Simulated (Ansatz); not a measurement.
Calculated with Ansatz (gas phase, PBE0-D4/def2-TZVP geometries, no zero-point term in ΔE). CCSD(T)/CBS adds triple-zeta CCSD(T) − MP2 to the extrapolated MP2 energy (def2 sets, frozen cores). For Ge outer-core shells are correlated without core-valence functions, which leaves a few kJ/mol of doubt a bond. Scalar relativity is left out up to krypton. Each species was taken in one conformer, which may not be the lowest.

Reaction (redistribution): `[NH2][GeH2][Cl]` + `F[SiH](Cl)[NH][GeH3]` → `F[SiH](Cl)[NH][GeH2][Cl]` + `[NH2][GeH3]`

`[NH2][GeH2][Cl]`:

Cartesian coordinates in Å:
```
N 0.192 0.783 -0.884
Ge 0.199 -0.515 0.389
Cl -1.647 -0.578 1.539
H 0.139 1.728 -0.529
H -0.499 0.664 -1.611
H 1.308 -0.207 1.397
H 0.308 -1.876 -0.300
```

`F[SiH](Cl)[NH][GeH3]`:

Cartesian coordinates in Å:
```
F -0.050 -0.042 2.560
Si -0.458 -0.787 1.211
Cl -2.286 -1.621 1.581
N -0.570 0.245 -0.118
Ge 0.792 0.735 -1.269
H 0.560 -1.824 0.982
H -1.442 0.737 -0.249
H 1.984 -0.161 -0.916
H 1.143 2.218 -1.067
H 0.326 0.501 -2.714
```

`F[SiH](Cl)[NH][GeH2][Cl]`:

Z-matrix (Å, degrees):
```
Si
Cl 1 2.038
N 1 1.695 2 108.8
F 1 1.591 2 106.1 3 120.9
H 1 1.472 2 111.2 3 -123.5
Ge 3 1.831 1 129.6 2 22.3
H 3 1.010 1 116.1 2 -152.3
Cl 6 2.155 3 109.4 1 -89.7
H 6 1.531 3 108.1 1 154.8
H 6 1.526 3 109.6 1 28.0
```

`[NH2][GeH3]`:

Z-matrix (Å, degrees):
```
Ge
N 1 1.843
H 1 1.536 2 106.9
H 1 1.548 2 114.5 3 -120.5
H 1 1.536 2 106.8 3 119.0
H 2 1.011 1 113.7 3 59.1
H 2 1.011 1 113.6 3 -176.9
```

```
             level  ΔE (kcal/mol)
   CCSD/def2-TZVPP            2.2
CCSD(T)/def2-TZVPP            2.1
```

Task: What does CCSD(T)/CBS give? (Estimate.)

Result: Ansatz gave: +2.1 kcal/mol. The listed levels differ from it by 0.1, 0.0 kcal/mol.

Largest T1 diagnostic among the species: 0.011.

The D4 term adds −1.2 kcal/mol with B3LYP and −0.7 kcal/mol with PBE0; it sums over pairs of atoms, weighted by their polarisabilities, and B3LYP, whose exchange is more repulsive, gets the larger term. In def2-TZVPP, CCSD(T) changes the Hartree–Fock value by −0.9 kcal/mol (the triples alone add −0.1 kcal/mol) and MP2 by −1.0 kcal/mol.

B3LYP here is the variant with VWN-RPA as its local correlation; programs differ in this.
